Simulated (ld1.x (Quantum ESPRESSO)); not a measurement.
Scattering properties, TM potential for He

- Element: He
- Generator: ld1.x (Quantum ESPRESSO) 7.5
- Type: norm-conserving Troullier–Martins (Kleinman–Bylander form)
- Functional: PBE
- Relativity: non-relativistic
- Frozen core: none
- Valence charge: 2
- Reference configuration: 1s1 (charge +1)
- Partial waves: 1s (bound): rc 0.60 bohr; 2p channel at 0.45 Ry: rc 0.55 bohr
- Local potential: all-electron potential smoothed inside 0.55 bohr (lloc = -2)
- Core correction: none

The phase is arctan(r·u′/u) with u = r·R(r), unwrapped; energies in Ry, scanned from -5 to 5 Ry. A pole is an energy at which the radial function vanishes at the test radius. The pseudo phase is shifted by a multiple of π to meet the all-electron one at the reference energy, and phase errors are pseudo minus all-electron; the curves can meet again beyond the range given. Levels narrower than the energy grid can be missing from the lists of poles.

| channel | radius (bohr) | reference energy (Ry) | poles, all-electron | poles, pseudo | unbroken range about the reference energy with phases within 0.05 rad | phase error 1 Ry above the reference energy (rad) |
| --- | --- | --- | --- | --- | --- | --- |
| s | 0.65 | -2.88 | none | none | the whole range | +0.000 |
| p | 0.65 | 0.45 | none | none | the whole range | +0.000 |

Phases in the p channel:

```csv
E (Ry),all-electron,pseudo
-5.00,1.081,1.081
-4.74,1.075,1.075
-4.48,1.070,1.070
-4.22,1.064,1.064
-3.96,1.059,1.059
-3.70,1.053,1.053
-3.44,1.047,1.047
-3.18,1.041,1.041
-2.92,1.034,1.034
-2.66,1.028,1.028
-2.40,1.021,1.021
-2.14,1.014,1.014
-1.88,1.007,1.007
-1.62,1.000,1.000
-1.36,0.992,0.992
-1.10,0.984,0.984
-0.84,0.976,0.976
-0.58,0.968,0.968
-0.32,0.959,0.959
-0.06,0.950,0.950
0.20,0.941,0.941
0.46,0.931,0.931
0.72,0.921,0.921
0.98,0.911,0.911
1.24,0.900,0.900
1.50,0.889,0.889
1.76,0.878,0.878
2.02,0.866,0.866
2.28,0.854,0.854
2.54,0.841,0.841
2.80,0.828,0.828
3.06,0.814,0.814
3.32,0.799,0.799
3.58,0.784,0.784
3.84,0.769,0.769
4.10,0.752,0.752
4.36,0.736,0.736
4.62,0.718,0.718
4.88,0.699,0.699
```
